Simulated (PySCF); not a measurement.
Numbering as in the mapped SMILES `[CH3:1][NH:2][C@@H:3]1[CH2:4][CH2:5][SiH2:6]1`; H(Xn) means a hydrogen on atom n. Ha(C4), Ha(C5), Ha(Si6) are cis to N2 on the ring; Hb(C4), Hb(C5), Hb(Si6) are trans to N2 on the ring.

GIAO PBE0/pcSseg-1 shifts (PySCF 2.14, gas phase, non-relativistic, equivalent atoms averaged), each against references optimised in the same way as the molecule (TMS, NH3).

On the GFN2-xTB geometry: C3 57.2, C1 39.1, C4 31.5, C5 6.6, N2 56.9, Si6 -36.5, Hb(Si6) 4.75, Ha(Si6) 4.45, H(C3) 2.88, Hb(C4) 2.68, H(C1) 2.46, Ha(C4) 1.93, Ha(C5) 1.85, Hb(C5) 1.43, H(N2) -0.04 ppm.

Question: What changes on the PBE0-D3(BJ)/def2-SVP geometry?

Answer: 
```csv
atoms,δ (ppm),change
C3,53.5,-3.7
C1,37.8,-1.3
C4,33.0,+1.5
C5,9.5,+2.9
N2,49.3,-7.6
Si6,-34.3,+2.2
Hb(Si6),4.65,-0.10
Ha(Si6),4.63,+0.18
H(C3),2.47,-0.41
Hb(C4),2.40,-0.28
H(C1),2.43,-0.03
Ha(C4),1.96,+0.03
Ha(C5),1.83,-0.02
Hb(C5),1.07,-0.36
H(N2),-0.33,-0.29
```

Bonds between heavy atoms that differ most (equivalent bonds averaged): C5–Si6 1.910 → 1.894 Å, Si6–C3 1.926 → 1.915 Å, C4–C5 1.541 → 1.550 Å, C3–C4 1.541 → 1.549 Å, N2–C3 1.453 → 1.448 Å. Mean change of bonds to hydrogen: C–H +0.011 Å, N–H +0.001 Å, Si–H +0.035 Å. The two structures also differ in conformation, which adds to the changes.
